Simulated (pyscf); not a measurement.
**H₂B–O–B(OH)–OH (SMILES BOB(O)O), singlet**

Gas-phase minimum from PySCF at ωB97X-D3(BJ)/def2-SVP, one conformer. 

SMILES: OB(O)OB
```xyz
9

B     -0.5022    -1.5111    -0.0565
O     -0.0390    -0.4966     0.7179
B     -0.3103     0.8609     0.6084
O     -0.2780     1.6404     1.7290
O     -0.5766     1.4054    -0.6067
H     -0.0361    -2.6128     0.1302
H     -1.3644    -1.3039    -0.8819
H     -0.0698     1.1278     2.5180
H     -0.7372     2.3536    -0.5441
```

Bonds (Å): B1–O2 1.358, B1–H6 1.211, B1–H7 1.212, O2–B3 1.389, B3–O4 1.365, B3–O5 1.358, O4–H8 0.964, O5–H9 0.964. Angles (°): O2–B1–H6 117.4, O2–B1–H7 120.2, H6–B1–H7 122.3, B1–O2–B3 128.2, O2–B3–O4 119.3, O2–B3–O5 120.1, O4–B3–O5 120.7, B3–O4–H8 111.9, B3–O5–H9 111.7.

Properties at ωB97X-D3(BJ)/def2-SVP:

```
Property                                                                                                                                                                                                                                 Value
---------------------------------------------------------------------------------------------------------------------  -----------------------------------------------------------------------------------------------------------------------
Harmonic wavenumbers, unscaled                                                                                         72, 204, 255, 424, 494, 496, 565, 699, 817, 1006, 1022, 1037, 1080, 1214, 1383, 1456, 1506, 2573, 2672, 3920, 3921 cm⁻¹
Zero-point energy                                                                                                                                                                                                                38.3 kcal/mol
Rotational symmetry number                                                                                                                                                                                                                   1
Entropy of this conformer at 298 K and 1 atm, rigid rotor and harmonic oscillator, modes under 100 cm⁻¹ raised to 100                                                                                                          314.2 J/(mol K)
Dipole moment                                                                                                                                                                                                                           1.68 D
```

Single-point totals, which compare only within one level (frozen core for MP2 and CC):

| level | total energy (hartree) |
|---|---|
| ωB97X-D3(BJ)/def2-TZVP | -278.15786 |
| PBE/def2-TZVP | -277.75436 |
| r²SCAN/def2-TZVP | -277.93874 |
| B3LYP-D3(BJ)/def2-TZVP | -278.10638 |
| PBE0-D3(BJ)/def2-TZVP | -277.77287 |
| M06-2X/def2-TZVP | -277.98866 |
| ωB97M-D3(BJ)/def2-TZVP | -278.15666 |
| HF/def2-TZVPP | -276.61466 |
| MP2/def2-TZVPP | -277.51702 |
| CCSD/def2-TZVPP | -277.53800 |
| CCSD(T)/def2-TZVPP | -277.57084 |

Soft torsions are taken as harmonic, which can shift the entropy by several J/(mol K). The CCSD(T) − MP2 part came from Ansatz, without density fitting, on the same reference.
